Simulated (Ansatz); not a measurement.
Frontier orbitals of C2F6NO4S2−, SMILES `O=S(=O)([N-]S(=O)(=O)C(F)(F)F)C(F)(F)F`.

Z-matrix (Å, degrees):
```
S
C 1 1.852
O 1 1.434 2 103.3
N 1 1.574 2 102.1 3 113.0
O 1 1.433 2 104.3 3 -125.0
F 2 1.329 1 111.7 3 -175.4
F 2 1.332 1 111.4 3 -54.3
F 2 1.336 1 109.6 3 65.0
S 4 1.574 1 126.7 2 93.2
C 9 1.852 4 102.1 1 93.2
O 9 1.433 4 116.8 1 -19.8
O 9 1.434 4 108.9 1 -158.0
F 10 1.332 9 111.4 4 58.7
F 10 1.329 9 111.7 4 -62.4
F 10 1.336 9 109.6 4 177.9
```

The species carries charge -1 and has multiplicity 1. The structure was optimised at the PBE0-D4/def2-TZVPD level. It is one conformer, not always the lowest. Basis def2-TZVPPD, Ansatz 0.2.0.

Orbital energies of one run (eV). Highest occupied ones, from the top: -4.48, -5.11, -5.22, -5.53, -5.74, -5.96, -6.19, -6.60, -6.82, -7.86, -8.87, -8.87, -9.19, -9.37. Empty: 3.22, 3.39, 3.57, 3.83, 3.98, 4.11.

Task: Which functional gave them?
A. PBE0
B. CAM-B3LYP
C. BHLYP
D. B97M-V

Result: A. HOMO energies: PBE0 -4.48, BHLYP -6.05, CAM-B3LYP -5.96, B97M-V -3.35 eV.
